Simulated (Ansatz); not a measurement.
Hg3S2. The state is a singlet with charge 0. Geometry B3LYP-D4/def2-SVP; atoms count from 1.

```xyz
5

Hg    2.443    1.336    2.200
Hg   -2.971   -1.601   -2.659
Hg   -0.899   -0.496   -0.810
S     1.038    1.139   -0.188
S     0.389   -0.378    1.457
```

In the def2 sets Hg takes a core potential; there is no spin–orbit coupling. At PBE0-D4/def2-TZVP a triplet of charge 0 lies 1.55 eV below the restricted singlet, each at its own geometry. Another isomer (singlet) lies 0.16 eV lower at PBE0-D4/def2-TZVP.

(1) Estimate the Mulliken populations from the PBE0/def2-TZVP orbitals of Ansatz.

(2) And the Mayer bond orders between bonded heavy atoms (over 0.3)?

Results:

(1) 
```tsv
atom	charge (e)	d electrons
Hg1	0.23	9.98
Hg2	0.13	9.99
Hg3	0.35	9.96
S4	-0.35	–
S5	-0.35	–
```
Mulliken values and Mayer orders depend strongly on the basis.

(2) Hg1–S4 0.34 (2.78 Å); Hg1–S5 0.35 (2.78 Å); Hg3–S4 0.56 (2.61 Å); Hg3–S5 0.56 (2.61 Å); S4–S5 1.08 (2.33 Å).
